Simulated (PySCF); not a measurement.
Al(H)(Br)(Et), C2H6AlBr, SMILES [Br][AlH][CH2]C, singlet (PBE0/def2-SVP optimised geometry):

```
10

Al     0.317    -0.626     0.000
H     -0.383    -2.048     0.000
Br     2.588    -0.626     0.000
C     -0.611     1.096     0.000
C     -2.139     1.041     0.016
H     -0.248     1.660    -0.880
H     -0.229     1.671     0.864
H     -2.524     0.522     0.909
H     -2.543     0.507    -0.859
H     -2.588     2.048     0.012
```

Level of theory: PBE0/def2-TZVP run with PySCF.

Problem. What are the frontier orbital energies and the dipole moment?

Solution. HOMO-2 -8.61 eV, HOMO-1 -8.60 eV, HOMO -7.73 eV, LUMO -1.29 eV, LUMO+1 0.05 eV; dipole moment 1.95 D.

On the same geometry PBE/def2-TZVP run with PySCF gives HOMO-2 -7.35 eV, HOMO-1 -7.31 eV, HOMO -6.50 eV, LUMO -2.05 eV, LUMO+1 -0.76 eV; dipole moment 1.88 D.

Meta-Löwdin charges at PBE0/def2-TZVP: Al1 0.70, H2 -0.14, Br3 -0.32, C4 -0.50, C5 -0.33, H6 0.13, H7 0.13, H8 0.11, H9 0.11, H10 0.11.
